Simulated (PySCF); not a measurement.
Computed shifts of a molecule C2H4N2OSi, PBE/pcSseg-1 run with PySCF, GIAO, gas phase, atoms alike by connectivity averaged where their shifts nearly agree, in ppm (number of nuclei): ¹⁵N: 294.7 (1), 246.9 (1). ¹³C: 174.6 (1), 117.7 (1). ²⁹Si: -24.6 (1). ¹H: 8.57 (1), 5.51 (3). References: ¹⁵N against NH3 (σ = 267.0 ppm); ¹³C against TMS (σ = 182.0 ppm); ¹⁷O against H2O (σ = 334.3 ppm); ²⁹Si against TMS (σ = 335.4 ppm); ¹H against TMS (σ = 31.49 ppm), references at their B3LYP-D3(BJ)/def2-TZVP geometries, non-relativistic. Geometry: PBE-D3(BJ)/def2-SVP. The values are those of a single conformer.

Problem. Which structure fits?
(A) O[Si@H]1C=NC=N1
(B) O[SiH]1N=CC=N1
(C) N#C/N=C/O[SiH3]
(D) C1=NC=N[SiH2]O1

Solution. C, N#C/N=C/O[SiH3]
